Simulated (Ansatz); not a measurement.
A nudged elastic band was laid between two geometries of C₃H₁₀FNSi (16 atoms, charge 0, multiplicity 1).

These are results of RKS PBE/def2-SVP (Ansatz 0.2.0), not measurements.

```
movable images  : 5
climbing image  : yes
spring          : 5.0 eV/Å²
optimiser       : quadratic models (default)
start path      : through a guess of the saddle point
force threshold : 0.05 eV/Å
iteration limit : 60
end points      : relaxed
```

Image 0:

```xyz
16
Properties=species:S:1:pos:R:3
C -0.671 -1.375 1.151
Si 0.425 0.090 0.675
C 1.143 -0.083 -1.086
N 0.049 -0.188 -2.061
C -0.652 1.671 0.751
F -1.289 1.738 1.998
H -1.455 -1.557 0.387
H -1.186 -1.144 2.105
H -0.089 -2.309 1.288
H 1.558 0.218 1.663
H 1.908 -0.903 -1.113
H 1.713 0.853 -1.284
H -0.427 -1.092 -1.954
H 0.418 -0.187 -3.021
H -0.048 2.595 0.601
H -1.420 1.649 -0.056
```

Image 6:

```xyz
16
Properties=species:S:1:pos:R:3
C -0.779 -1.459 1.050
Si 0.341 0.038 0.746
C 1.154 -0.019 -0.977
N 0.112 -0.233 -1.990
C -0.674 1.660 0.790
F 0.207 2.736 0.601
H -1.556 -1.538 0.262
H -1.296 -1.386 2.029
H -0.193 -2.401 1.052
H 1.408 0.116 1.809
H 2.025 -0.723 -1.007
H 1.580 1.000 -1.110
H -0.189 -1.215 -1.983
H 0.481 -0.065 -2.935
H -1.420 1.660 -0.038
H -1.225 1.807 1.746
```

Task: What changes between the two ends?

Result: No bond is made or broken. The dihedral C1–Si2–C5–F6 goes from 52 to 178°.

Task: Give the energies along the band, and the barrier.

Result: The run converged. The highest image is number 3 of 0 to 6, 0.099 eV above the first end and 0.105 eV above the last; the last end lies 0.006 eV below the first. A vibrational analysis at the climbing image gives one clearly imaginary mode, 84i cm⁻¹: a first-order saddle point.

```tsv
image	path coordinate (Å)	energy (eV)	dihedral C1–Si2–C5–F6 (°)
0	0.00	0.000	52
1	0.70	0.024	72
2	1.39	0.073	93
3	2.09	0.099	115
4	2.80	0.072	138
5	3.52	0.020	159
6	4.23	-0.006	178
```

Task: What is the geometry of the highest image?

Result: 
```xyz
16
Properties=species:S:1:pos:R:3
C -0.690 -1.440 1.121
Si 0.381 0.070 0.719
C 1.161 -0.097 -1.014
N 0.086 -0.116 -2.015
C -0.695 1.669 0.716
F -0.318 2.546 1.735
H -1.511 -1.558 0.383
H -1.157 -1.335 2.122
H -0.094 -2.376 1.124
H 1.469 0.214 1.753
H 1.890 -0.948 -1.059
H 1.770 0.823 -1.161
H -0.413 -1.014 -1.977
H 0.469 -0.057 -2.967
H -0.596 2.177 -0.272
H -1.775 1.420 0.835
```

Task: What are the harmonic wavenumbers there?

Result: 84i, 75, 128, 164, 184, 190, 251, 302, 359, 581, 612, 662, 680, 686, 732, 774, 825, 856, 873, 1035, 1052, 1061, 1191, 1215, 1216, 1259, 1290, 1384, 1387, 1401, 1412, 1586, 2151, 2869, 2938, 2971, 2991, 2993, 3066, 3073, 3400, 3478 cm⁻¹.

The band took 8 iterations and of the order of 5 core-minutes.

The run took 2.4 min on 2 threads of Arm Neoverse V1 (shared host), peak memory 0.19 GiB.
